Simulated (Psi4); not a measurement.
Input file for Psi4: SAPT0/jun-cc-pV(D+d)Z on C2H8S (a complex).

```
memory 2025 MB

molecule dimer {
0 1
C    -0.05253314    0.07524439   -0.09987776
H    -1.11684466    0.02075430    0.12847562
H     0.49353200    0.40839097    0.78163316
H     0.30373735   -0.90909669   -0.40184656
H     0.10475973    0.78045081   -0.91489445
--
0 1
C    -0.26627776   -1.26908617    3.49194158
S     0.24516648    0.43806691    3.87268598
H    -0.28845085   -1.44270242    2.41840088
H     0.48588497   -1.91711377    3.93870014
H    -1.23384616   -1.49861499    3.93323416
H    -0.77345329    1.05738311    3.25470124
units angstrom
symmetry c1
no_reorient
no_com
}

set {
  basis jun-cc-pV(D+d)Z
  scf_type df
  freeze_core true
}

energy('sapt0')
```

It printed:

```
[...]
==> Input File <==

--------------------------------------------------------------------------
memory 2025 MB

molecule dimer {
0 1
C    -0.05253314    0.07524439   -0.09987776
H    -1.11684466    0.02075430    0.12847562
H     0.49353200    0.40839097    0.78163316
H     0.30373735   -0.90909669   -0.40184656
H     0.10475973    0.78045081   -0.91489445
--
0 1
C    -0.26627776   -1.26908617    3.49194158
S     0.24516648    0.43806691    3.87268598
H    -0.28845085   -1.44270242    2.41840088
H     0.48588497   -1.91711377    3.93870014
H    -1.23384616   -1.49861499    3.93323416
H    -0.77345329    1.05738311    3.25470124
units angstrom
symmetry c1
no_reorient
no_com
}

set {
  basis jun-cc-pV(D+d)Z
  scf_type df
  freeze_core true
}

energy('sapt0')
--------------------------------------------------------------------------


   => Loading Basis Set <=

    Name: JUN-CC-PV(D+D)Z
    Role: ORBITAL
    Keyword: BASIS
    atoms 1, 6      entry C          line   188 file jun-cc-pv_dpd_z.gbs
    atoms 2-5, 8-11 entry H          line    60 file jun-cc-pv_dpd_z.gbs
    atoms 7         entry S          line   698 file jun-cc-pv_dpd_z.gbs

   => Loading Basis Set <=

    Name: JUN-CC-PV(D+D)Z
    Role: ORBITAL
    Keyword: BASIS
    atoms 1, 6      entry C          line   188 file jun-cc-pv_dpd_z.gbs
    atoms 2-5, 8-11 entry H          line    60 file jun-cc-pv_dpd_z.gbs
    atoms 7         entry S          line   698 file jun-cc-pv_dpd_z.gbs


  //>>>>>>>>>>>>>>>>>>>>>>>>>>>>>>>>>>>//
  //              Dimer HF             //
  //<<<<<<<<<<<<<<<<<<<<<<<<<<<<<<<<<<<//

   => Libint2 <=

    Primary   basis highest AM E, G, H:  7, 6, 3
    Auxiliary basis highest AM E, G, H:  7, 7, 4
    Onebody   basis highest AM E, G, H:  -, -, -
    Solid Harmonics ordering:            Gaussian


   => Loading Basis Set <=

    Name: JUN-CC-PV(D+D)Z
    Role: ORBITAL
    Keyword: BASIS
    atoms 1, 6      entry C          line   188 file jun-cc-pv_dpd_z.gbs
    atoms 2-5, 8-11 entry H          line    60 file jun-cc-pv_dpd_z.gbs
    atoms 7         entry S          line   698 file jun-cc-pv_dpd_z.gbs


         ---------------------------------------------------------
                                   SCF
               by Justin Turney, Rob Parrish, Andy Simmonett
                          and Daniel G. A. Smith
                              RHF Reference
                        1 Threads,   1931 MiB Core
         ---------------------------------------------------------

  ==> Geometry <==

    Molecular point group: c1
    Full point group: C1

    Geometry (in Angstrom), charge = 0, multiplicity = 1:

       Center              X                  Y                   Z               Mass
    ------------   -----------------  -----------------  -----------------  -----------------
         C           -0.052533140000     0.075244390000    -0.099877760000    12.000000000000
         H           -1.116844660000     0.020754300000     0.128475620000     1.007825032230
         H            0.493532000000     0.408390970000     0.781633160000     1.007825032230
         H            0.303737350000    -0.909096690000    -0.401846560000     1.007825032230
         H            0.104759730000     0.780450810000    -0.914894450000     1.007825032230
         C           -0.266277760000    -1.269086170000     3.491941580000    12.000000000000
         S            0.245166480000     0.438066910000     3.872685980000    31.972071174400
         H           -0.288450850000    -1.442702420000     2.418400880000     1.007825032230
         H            0.485884970000    -1.917113770000     3.938700140000     1.007825032230
         H           -1.233846160000    -1.498614990000     3.933234160000     1.007825032230
         H           -0.773453290000     1.057383110000     3.254701240000     1.007825032230

  Running in c1 symmetry.

  Rotational constants: A =      0.39471  B =      0.02478  C =      0.02361 [cm^-1]
  Rotational constants: A =  11833.11434  B =    742.79017  C =    707.71222 [MHz]
  Nuclear repulsion =  104.716645176180251

  Charge       = 0
  Multiplicity = 1
  Electrons    = 36
  Nalpha       = 18
  Nbeta        = 18

  ==> Algorithm <==

  SCF Algorithm Type is DF.
  DIIS enabled.
  MOM disabled.
  Fractional occupation disabled.
  Guess Type is SAD.
  Energy threshold   = 1.00e-08
  Density threshold  = 1.00e-08
  Integral threshold = 1.00e-12

  ==> Primary Basis <==

  Basis Set: JUN-CC-PV(D+D)Z
    Blend: JUN-CC-PV(D+D)Z
    Number of shells: 51
    Number of basis functions: 103
    Number of Cartesian functions: 107
    Spherical Harmonics?: true
    Max angular momentum: 2

   => Loading Basis Set <=

    Name: (JUN-CC-PV(D+D)Z AUX)
    Role: JKFIT
    Keyword: DF_BASIS_SCF
    atoms 1, 6      entry C          line   146 file jun-cc-pvdz-jkfit.gbs
    atoms 2-5, 8-11 entry H          line    70 file jun-cc-pvdz-jkfit.gbs
    atoms 7         entry S          line   666 file jun-cc-pvdz-jkfit.gbs

  ==
[...]
051019   100A      5.054542
     101A      5.070892   102A      5.206063   103A     18.432714

    Final Occupation by Irrep:
              A
    DOCC [    13 ]
    NA   [    13 ]
    NB   [    13 ]

  @DF-RHF Final Energy:  -437.73239031327432

   => Energetics <=

    Nuclear Repulsion Energy =             56.2350989420321525
    One-Electron Energy =                -714.8522392718731453
    Two-Electron Energy =                 220.8847500165667554
    Total Energy =                       -437.7323903132743226

Computation Completed


Properties will be evaluated at   0.000000,   0.000000,   0.000000 [a0]

Properties computed using the SCF density matrix


 Multipole Moments:

 ------------------------------------------------------------------------------------
     Multipole            Electronic (a.u.)      Nuclear  (a.u.)        Total (a.u.)
 ------------------------------------------------------------------------------------

 L = 1.  Multiply by 2.5417464519 to convert [e a0] to [Debye]
 Dipole X            :         -1.4179243            0.9734580           -0.4444663
 Dipole Y            :          7.8813802           -8.3270678           -0.4456876
 Dipole Z            :       -182.5750966          182.2823425           -0.2927541
 Magnitude           :                                                    0.6941849

 ------------------------------------------------------------------------------------

  Constructing Basis Sets for SAPT...

   => Loading Basis Set <=

    Name: (JUN-CC-PV(D+D)Z AUX)
    Role: RIFIT
    Keyword: DF_BASIS_SAPT
    atoms 1, 6      entry C          line   100 file jun-cc-pvdz-ri.gbs
    atoms 2-5, 8-11 entry H          line    30 file jun-cc-pvdz-ri.gbs
    atoms 7         entry S          line   488 file jun-cc-pvdz-ri.gbs

   => Loading Basis Set <=

    Name: (JUN-CC-PV(D+D)Z AUX)
    Role: JKFIT
    Keyword: DF_BASIS_ELST
    atoms 1, 6      entry C          line   146 file jun-cc-pvdz-jkfit.gbs
    atoms 2-5, 8-11 entry H          line    70 file jun-cc-pvdz-jkfit.gbs
    atoms 7         entry S          line   666 file jun-cc-pvdz-jkfit.gbs


  //>>>>>>>>>>>>>>>>>>>>>>>>>>>>>>>>>>>//
  //               SAPT0               //
  //<<<<<<<<<<<<<<<<<<<<<<<<<<<<<<<<<<<//



        SAPT0
    Ed Hohenstein
     6 June 2009

      Orbital Information
  --------------------------
    NSO        =       103
    NMO        =       103
    NRI        =       327
    NRI (Elst) =       463
    NOCC A     =         5
    NOCC B     =        13
    FOCC A     =         1
    FOCC B     =         6
    NVIR A     =        98
    NVIR B     =        90

    Elst10,r            =    -0.001388946092 [Eh]
    Exch10              =     0.002984192239 [Eh]
    Exch10 (S^2)        =     0.002977589886 [Eh]

    Maxiter = 50
    CPHF R converge = 1.000000E-08

    Iter     Energy [mEh]          dE [mEh]         Residual      Time [s]
       1      -0.31481930       0.314819304     2.278438e-03             0
       2      -0.37744742       0.062628112     3.537751e-04             0
       3      -0.37715677      -0.000290649     9.083116e-05             0
       4      -0.37667939      -0.000477372     2.238394e-05             0
       5      -0.37667311      -0.000006282     4.205498e-06             0
       6      -0.37670401       0.000030897     5.839287e-07             0
       7      -0.37670060      -0.000003413     7.780291e-08             0
       8      -0.37670087       0.000000277     1.063330e-08             0
       9      -0.37670085      -0.000000025     1.439718e-09             0

    CHF Iterations converged

    Maxiter = 50
    CPHF R converge = 1.000000E-08

    Iter     Energy [mEh]          dE [mEh]         Residual      Time [s]
       1      -0.20623297       0.206232966     1.859977e-03             0
       2      -0.25622801       0.049995049     3.902636e-04             0
       3      -0.25508544      -0.001142571     1.529019e-04             0
       4      -0.25445556      -0.000629888     3.518602e-05             0
       5      -0.25456123       0.000105674     1.312020e-05             0
       6      -0.25459874       0.000037515     3.548788e-06             0
       7      -0.25458362      -0.000015126     1.047959e-06             0
       8      -0.25458503       0.000001414     3.643005e-07             0
       9      -0.25458558       0.000000550     6.656542e-08             0
      10      -0.25458546      -0.000000120     1.584679e-08             0
      11      -0.25458547       0.000000008     4.172513e-09             0

    CHF Iterations converged

    Ind20,r (A<-B)      =    -0.000376700848 [Eh]
    Ind20,r (B<-A)      =    -0.000254585471 [Eh]
    Ind20,r             =    -0.000631286319 [Eh]
    Exch-Ind20,r (A<-B) =     0.000282265370 [Eh]
    Exch-Ind20,r (B<-A) =     0.000216440394 [Eh]
    Exch-Ind20,r        =     0.000498705764 [Eh]
    Disp20              =    -0.002126038047 [Eh]
    Disp20 (SS)         =    -0.001063019024 [Eh]
    Disp20 (OS)         =    -0.001063019024 [Eh]
    Exch-Disp20         =     0.000204667441 [Eh]
    Exch-Disp20 (SS)    =     0.000110405073 [Eh]
    Exch-Disp20 (OS)    =     0.000094262368 [Eh]

    SAPT Results
  --------------------------------------------------------------------------------------------------------
    Electrostatics                 -1.38894609 [mEh]      -0.87157683 [kcal/mol]      -3.64667746 [kJ/mol]
      Elst10,r                     -1.38894609 [mEh]      -0.87157683 [kcal/mol]      -3.64667746 [kJ/mol]

    Exchange                        2.98419224 [mEh]       1.87260890 [kcal/mol]       7.83499565 [kJ/mol]
      Exch10                        2.98419224 [mEh]       1.87260890 [kcal/mol]       7.83499565 [kJ/mol]
      Exch10(S^2)                   2.97758989 [mEh]       1.86846586 [kcal/mol]       7.81766117 [kJ/mol]

    Induction                      -0.36068127 [mEh]      -0.22633092 [kcal/mol]      -0.94696855 [kJ/mol]
      Ind20,r                      -0.63128632 [mEh]      -0.39613815 [kcal/mol]      -1.65744200 [kJ/mol]
      Exch-Ind20,r                  0.49870576 [mEh]       0.31294259 [kcal/mol]       1.30935180 [kJ/mol]
      delta HF,r (2)               -0.22810072 [mEh]      -0.14313536 [kcal/mol]      -0.59887836 [kJ/mol]

    Dispersion                     -1.92137061 [mEh]      -1.20567826 [kcal/mol]      -5.04455783 [kJ/mol]
      Disp20                       -2.12603805 [mEh]      -1.33410902 [kcal/mol]      -5.58191212 [kJ/mol]
      Exch-Disp20                   0.20466744 [mEh]       0.12843076 [kcal/mol]       0.53735429 [kJ/mol]
      Disp20 (SS)                  -1.06301902 [mEh]      -0.66705451 [kcal/mol]      -2.79095606 [kJ/mol]
      Disp20 (OS)                  -1.06301902 [mEh]      -0.66705451 [kcal/mol]      -2.79095606 [kJ/mol]
      Exch-Disp20 (SS)              0.11040507 [mEh]       0.06928023 [kcal/mol]       0.28986848 [kJ/mol]
      Exch-Disp20 (OS)              0.09426237 [mEh]       0.05915053 [kcal/mol]       0.24748581 [kJ/mol]

  Total HF                          1.23456487 [mEh]       0.77470115 [kcal/mol]       3.24134963 [kJ/mol]
  Total SAPT0                      -0.68680573 [mEh]      -0.43097710 [kcal/mol]      -1.80320820 [kJ/mol]

  Special recipe for scaled SAPT0 (see Manual):
    Electrostatics sSAPT0          -1.38894609 [mEh]      -0.87157683 [kcal/mol]      -3.64667746 [kJ/mol]
    Exchange sSAPT0                 2.98419224 [mEh]       1.87260890 [kcal/mol]       7.83499565 [kJ/mol]
    Induction sSAPT0               -0.35735650 [mEh]      -0.22424459 [kcal/mol]      -0.93823936 [kJ/mol]
    Dispersion sSAPT0              -1.92000613 [mEh]      -1.20482204 [kcal/mol]      -5.04097540 [kJ/mol]
  Total sSAPT0                     -0.68211648 [mEh]      -0.42803455 [kcal/mol]      -1.79089658 [kJ/mol]
  --------------------------------------------------------------------------------------------------------



*** Psi4 exiting successfully. Buy a developer a beer!
```

The run finished.

Cost: roughly 4 core-seconds.
